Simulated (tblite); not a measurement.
C6H15In, charge -1, doublet, geometry from GFN2-xTB (such geometries of metal compounds can be far from the true shape) (a state made from the parent by changing its charge; the spin is typed, not shown lowest); IPEA1-xTB (tblite).

tblite was given this input:
```
$ tblite run mol.xyz --method ipea1 --charge -1 --spin 1 --json tblite.json --no-restart

# file mol.xyz
22

In    -0.07065868    -0.28255399    -0.43064469
C      2.28940454     0.15842721    -0.18963496
C      2.71834829     1.55700315    -0.60648389
H      2.90729361    -0.58386541    -0.71491892
H      2.48479337     0.02461255     0.88335342
H      2.12744309     2.30561492    -0.07743282
H      2.56420246     1.70635547    -1.67748929
H      3.78033568     1.76030890    -0.39449065
C     -0.36752150    -2.08962174     1.13625163
C     -1.80343851    -2.55773686     1.32155823
H      0.00756375    -1.69192851     2.08945133
H      0.26706537    -2.95133516     0.88573584
H     -2.18829143    -3.00032944     0.40003292
H     -2.44577339    -1.71401750     1.57837936
H     -1.90896480    -3.31084094     2.11852524
C     -1.09562746     1.56104711     0.74096650
C     -1.32741696     2.83539273    -0.05857603
H     -0.41164016     1.77491073     1.57412573
H     -2.04540831     1.23932357     1.19057397
H     -2.03842336     2.65916383    -0.86887141
H     -0.39449223     3.18192927    -0.50606841
H     -1.72591875     3.65817345     0.55619506
```

Task: Write the output that tblite gives for this input, abridged.

Result: 
```
xTB calculator
 | screened Coulomb repulsion
 | Coulomb electrostatics
 |  * isotropic Klopman-Ohno-Mataga-Nishimoto electrostatics
 |  * onsite third-order electrostatics
 | DFT-D3(BJ) dispersion correction

halogen bonding energy    0.0000000000000E+00 Eh
repulsion energy          4.1198506159903E-01 Eh
dispersion energy        -7.8934195641187E-03 Eh
number of electrons       4.3000000000000E+01 e
integral cutoff           4.0000000000000E+01 bohr

------------------------------------------------------------
  cycle        total energy    energy error   density error
------------------------------------------------------------
      1     -24.48492356766  -2.4889015E+01   4.7973949E-01
      2     -24.49603236273  -1.1108795E-02   2.7606825E-01
      3     -24.38086838875   1.1516397E-01   1.2888186E-01
      4     -24.51584571506  -1.3497733E-01   1.1197743E-02
      5     -24.51713950382  -1.2937888E-03   3.5353352E-03
      6     -24.51724239912  -1.0289530E-04   1.2901141E-03
      7     -24.51724947457  -7.0754546E-06   3.5853704E-04
      8     -24.51724987151  -3.9694120E-07   1.8838281E-04
      9     -24.51724997859  -1.0707358E-07   2.7432934E-05
     10     -24.51724998223  -3.6393395E-09   7.4738197E-06
------------------------------------------------------------

electronic energy        -2.4921341624262E+01 Eh
total energy             -2.4517249982227E+01 Eh

Post processing:
 | Mayer-Wiberg bond orders

[Info] JSON dump of results written to 'tblite.json'
```
